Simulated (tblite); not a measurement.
Species: C₆H₅BrN (doublet state).
Numbering: `[H]/[N:8]=[C:7]/[C:6]#[C:5][CH2:4][C:2](=[CH2:1])[Br:3]` (hydrogens: H9, H10 on C1; H11, H12 on C4; H13 on N8)
Bond orders are those of one Lewis drawing.

Computed with GFN2-xTB (tblite), gas phase: L-BFGS steps from a force-field or distance-geometry start until the largest atomic force falls under 0.01 eV/Å.

Step 68: E = -604.6420 eV
```
atom  x, y, z in Å  |  force x, y, z in eV/Å
C1     -2.5786    0.1160    0.2254   -0.066  -0.025   0.012
C2     -1.6096   -0.7209   -0.0982   -0.005  -0.002  -0.014
Br3    -1.3748   -1.2480   -1.9233    0.003  -0.048   0.001
C4     -0.5953   -1.2924    0.8558    0.057  -0.006   0.001
C5      0.7537   -0.9080    0.5108   -0.033  -0.036   0.038
C6      1.6843   -0.4606   -0.1759    0.044   0.053   0.003
C7      2.8779   -0.0500   -0.5347   -0.026   0.058   0.008
N8      3.6670    0.5058   -1.2847   -0.033  -0.017  -0.024
H9     -3.2766    0.4944   -0.5015    0.045   0.035   0.017
H10    -2.7206    0.4279    1.2466    0.002   0.016  -0.011
H11    -0.8288   -0.9446    1.8677    0.001  -0.021   0.000
H12    -0.6480   -2.3886    0.8526   -0.022   0.023  -0.038
H13     4.6448    0.6275   -1.0581    0.033  -0.031   0.007
```

Step 69: E = -604.6428 eV
```
atom  x, y, z in Å  |  force x, y, z in eV/Å
C1     -2.5803    0.1157    0.2257   -0.048  -0.025   0.008
C2     -1.6129   -0.7232   -0.0987    0.016   0.006  -0.003
Br3    -1.3781   -1.2512   -1.9239   -0.003  -0.045   0.007
C4     -0.5945   -1.2923    0.8536    0.018  -0.023   0.014
C5      0.7529   -0.9052    0.5091   -0.039  -0.021   0.054
C6      1.6851   -0.4530   -0.1714    0.048   0.053  -0.011
C7      2.8798   -0.0458   -0.5309   -0.084   0.018   0.045
N8      3.6672    0.5057   -1.2846    0.010   0.015  -0.061
H9     -3.2767    0.4964   -0.5022    0.045   0.026   0.032
H10    -2.7192    0.4301    1.2473    0.000   0.008  -0.032
H11    -0.8313   -0.9515    1.8668    0.011   0.016   0.012
H12    -0.6427   -2.3881    0.8531   -0.030  -0.006  -0.067
H13     4.6463    0.6208   -1.0614    0.054  -0.021   0.004
```

Step 70: E = -604.6435 eV
```
atom  x, y, z in Å  |  force x, y, z in eV/Å
C1     -2.5804    0.1159    0.2247   -0.006  -0.031   0.006
C2     -1.6131   -0.7240   -0.0992    0.023   0.016   0.007
Br3    -1.3776   -1.2532   -1.9244   -0.004  -0.040   0.014
C4     -0.5940   -1.2935    0.8537   -0.022  -0.023   0.017
C5      0.7535   -0.9053    0.5131   -0.029  -0.007   0.045
C6      1.6863   -0.4501   -0.1646    0.018   0.043  -0.002
C7      2.8803   -0.0433   -0.5259   -0.068   0.022   0.024
N8      3.6626    0.5060   -1.2867    0.076   0.018  -0.033
H9     -3.2724    0.5011   -0.5045    0.032   0.019   0.030
H10    -2.7181    0.4317    1.2461   -0.004   0.004  -0.035
H11    -0.8343   -0.9578    1.8674    0.015   0.034   0.017
H12    -0.6421   -2.3887    0.8517   -0.026  -0.031  -0.077
H13     4.6448    0.6197   -1.0690   -0.007  -0.023  -0.012
```

Task: Estimate the geometry and energy of step 71. (The exact step hangs on the optimiser's Hessian estimate; all steps are aligned on step 70, rigid shifts and turns removed.)

Result: E = -604.6443 eV, largest force 0.111 eV/Å
```
atom  x, y, z in Å  |  force x, y, z in eV/Å
C1     -2.5814    0.1151    0.2243    0.037  -0.022   0.003
C2     -1.6132   -0.7242   -0.0994    0.031   0.012   0.014
Br3    -1.3788   -1.2577   -1.9241   -0.004  -0.031   0.023
C4     -0.5931   -1.2946    0.8536   -0.066  -0.022   0.012
C5      0.7539   -0.9045    0.5164   -0.008   0.008   0.038
C6      1.6883   -0.4456   -0.1567   -0.010   0.038  -0.003
C7      2.8805   -0.0383   -0.5221   -0.079   0.004   0.024
N8      3.6598    0.5061   -1.2893    0.105   0.025  -0.026
H9     -3.2680    0.5060   -0.5062    0.010   0.009   0.021
H10    -2.7183    0.4330    1.2450   -0.004   0.001  -0.030
H11    -0.8361   -0.9634    1.8682    0.016   0.039   0.019
H12    -0.6414   -2.3891    0.8472   -0.019  -0.049  -0.074
H13     4.6433    0.6157   -1.0746   -0.008  -0.014  -0.021
```

The energy changes by -0.0009 eV. The first-order estimate −F·Δx gives -0.0012 eV and the mean of the old and new forces, exact on a quadratic surface, -0.0009 eV. The step makes an angle of 71° with the force vector and moves no atom by more than 0.009 Å.

What follows is the cost of the whole relaxation. Time: 2.5 s of wall time. Hardware: an Intel Xeon at 2.50 GHz with one thread, shared host.
